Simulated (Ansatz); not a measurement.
C₂H₈AlB (`[BH2][Al]([CH3])[CH3]`), 12 atoms. Total charge 0; spin multiplicity 1. All runs use 2 threads of an Arm Neoverse V2 on a shared host. Correlated methods freeze the cores.

Problem. Give the basis size and wall time and peak host memory of each of these runs in Ansatz. RKS PBE0-D4/def2-SVP energy; direct RPA on PBE orbitals/def2-TZVPP energy; RHF-CCSD(T)/def2-SVP energy; RKS ωB97M-V/def2-QZVPP energy; RKS PBE0-D4/def2-QZVPP energy; RHF-MP2/def2-QZVPP energy; RKS ωB97M-V/def2-SVP energy; RKS PBE0-D4/def2-TZVP relaxation (45 steps); RKS B3LYP-D4/def2-TZVPP energy and forces; RHF-CCSD(T)/def2-TZVPP energy; RKS PBE0-D4/def2-TZVP frequencies; RKS B2PLYP (frozen core)/def2-TZVPP energy. (Estimate.)

Solution. Ansatz gave: Other jobs shared the machine, so times are rough.

```json
{"level": "RKS PBE0-D4/def2-SVP", "job": "energy", "functions": "100", "wall time": "1.3 s", "peak host memory (GiB)": "0.43"}
{"level": "RHF-CCSD(T)/def2-SVP", "job": "energy", "functions": "100", "wall time": "3.7 s", "peak host memory (GiB)": "0.43"}
{"level": "RKS B3LYP-D4/def2-TZVPP", "job": "energy and forces", "functions": "247", "wall time": "5.5 s", "peak host memory (GiB)": "0.61"}
{"level": "RKS ωB97M-V/def2-SVP", "job": "energy", "functions": "100", "wall time": "5.5 s", "peak host memory (GiB)": "0.43"}
{"level": "RKS B2PLYP (frozen core)/def2-TZVPP", "job": "energy", "functions": "247", "wall time": "6.5 s", "peak host memory (GiB)": "0.56"}
{"level": "direct RPA on PBE orbitals/def2-TZVPP", "job": "energy", "functions": "247", "wall time": "8 s", "peak host memory (GiB)": "0.59"}
{"level": "RKS PBE0-D4/def2-QZVPP", "job": "energy", "functions": "481", "wall time": "11 s", "peak host memory (GiB)": "1.3"}
{"level": "RKS ωB97M-V/def2-QZVPP", "job": "energy", "functions": "481", "wall time": "28 s", "peak host memory (GiB)": "1.7"}
{"level": "RHF-MP2/def2-QZVPP", "job": "energy", "functions": "481", "wall time": "30 s", "peak host memory (GiB)": "2.7"}
{"level": "RKS PBE0-D4/def2-TZVP", "job": "relaxation (45 steps)", "functions": "178", "wall time": "2.5 min", "peak host memory (GiB)": "0.4"}
{"level": "RKS PBE0-D4/def2-TZVP", "job": "frequencies", "functions": "178", "wall time": "2.9 min", "peak host memory (GiB)": "0.43"}
{"level": "RHF-CCSD(T)/def2-TZVPP", "job": "energy", "functions": "247", "wall time": "7.2 min", "peak host memory (GiB)": "2"}
```

B3LYP here is the variant with VWN-RPA as its local correlation; programs differ in this.
